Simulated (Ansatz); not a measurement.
`FC1C[SiH2]1` + `[AlH3]` → `[AlH2][CH]1C[SiH2]1` + H–F at 500 K and 1 bar (formal exchange of groups at a C–F bond).

Isolated molecules relaxed with PBE0-D4/def2-TZVP in Ansatz; ΔE leaves out vibrations. CCSD(T)/CBS is the MP2 limit (def2-TZVPP, def2-QZVPP) plus CCSD(T) − MP2 in def2-TZVPP, frozen cores. This one scheme is used for every species.

```csv
species,CCSD(T)/CBS energy (Eh),H − E (kJ/mol),S (J/(mol·K))
`FC1C[SiH2]1`,-467.91941,198.7,346.1
`[AlH3]`,-243.78045,68.7,232.2
`[AlH2][CH]1C[SiH2]1`,-611.35805,238.1,395.1
H–F,-100.39570,39.4,188.7
```

H − E and S are ideal-gas, rigid-rotor, harmonic terms from PBE0-D4/def2-TZVP, for one conformer and one mirror image of each species. 1 Eh = 2625.50 kJ/mol, R = 8.31446 J/(mol·K).

Q: By hand: ΔE, ΔH, ΔS and ΔG.

A: ΔE = (-611.35805) + (-100.39570) − (-467.91941) − (-243.78045) = -0.05389 Eh = -141.5 kJ/mol. Δ(H − E) = 238.1 + 39.4 − 198.7 − 68.7 = 10.1, so ΔH = -131.4 kJ/mol. ΔS = 395.1 + 188.7 − 346.1 − 232.2 = 5.5 J/(mol·K). ΔG = -131.4 − 500 × (5.5)/1000 = -134.2 kJ/mol.

Q: By hand: the equilibrium constant, and the temperature at which ΔG would vanish if ΔH and ΔS stayed fixed.

A: log₁₀ K = −ΔG/(RT ln 10) = 14.0. ΔH and −TΔS have one sign here, so there is no such temperature. One of them is within its doubt of zero, so this could turn.

The number of gas molecules stays the same, so ΔS is small and ΔH decides. A doubt of 5 kJ/mol in ΔE shifts log₁₀ K by 0.5 here. Other conformers and mirror images would add mixing entropy, several J/(mol·K) or more a flexible species. These are equilibria of isolated gas molecules and say nothing of rates. Largest T1 diagnostic: 0.012 (customary marks: 0.02 for closed shells, 0.045 for open ones).
